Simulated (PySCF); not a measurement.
# Structure elucidation problem

An unknown has the formula C7H12Si. Its calculated NMR data are:

¹H NMR (400 MHz, computed): δ 6.34 (d, 1H), 4.43 (sept, 1H), 2.83 (d, 1H), 2.09 (s, 3H), 0.39 (d, 6H).

¹³C{¹H} NMR (computed): δ 166.1 (C), 125.6 (CH), 91.5 (CH), 88.0 (C), 30.4 (CH3), -4.7 (CH3).

All values are calculated (PySCF): structure optimised with GFN2-xTB, GIAO PBE0/pcSseg-1 shieldings. Non-relativistic Hamiltonian, equivalent nuclei averaged, gas phase, one conformer.

References, each an isolated molecule treated in the same way: ¹H, ¹³C against TMS.

Deduce the structure.

Results:


- The formula gives 3 degrees of unsaturation (no ring in the answer).
- 6 carbon signals for 7 carbons: some carbons are equivalent by symmetry or fast rotation.
- Carbon types of the structure: 2 × C, 2 × CH, 3 × CH3, leaving 1 H on heteroatoms.
- δC 166.1: fully substituted alkene carbon.
- δC 125.6: alkene CH; the olefinic region.
- δC 91.5: terminal alkyne carbon; sp carbons lie upfield of alkene carbons because the cylindrical π system leaves one tensor component strongly shielded.
- δC 88.0: alkyne carbon; sp carbons lie upfield of alkene carbons because the cylindrical π system leaves one tensor component strongly shielded.
- δC -4.7: methyl carbon bonded to Si; an electropositive neighbour leaves it electron-rich and shielded.
- δH 2.83: hydrogen on a terminal alkyne carbon; it lies on the axis of the triple bond, in its shielding cone.
- δH 2.09: hydrogen on an allylic methyl carbon; allylic position.

These data were computed for SMILES C#C/C=C(/C)[SiH](C)C.

The shifts were computed for this structure.

Shifts are as computed. Against solution values, carbons near 30 ppm lie about +3 ppm off and those near 130 ppm about +5 ppm. Of 1309 compounds with measured shifts, 239 miss one by over three times the rms of a fit or turn the order of signals round; such compounds aren't used in these exercises. No couplings were computed; multiplicities are counted from neighbouring protons, with m where these are inequivalent, close in shift, in a saturated or five-membered ring or joined by F or P, and br s for small geminal =CH2 splittings.
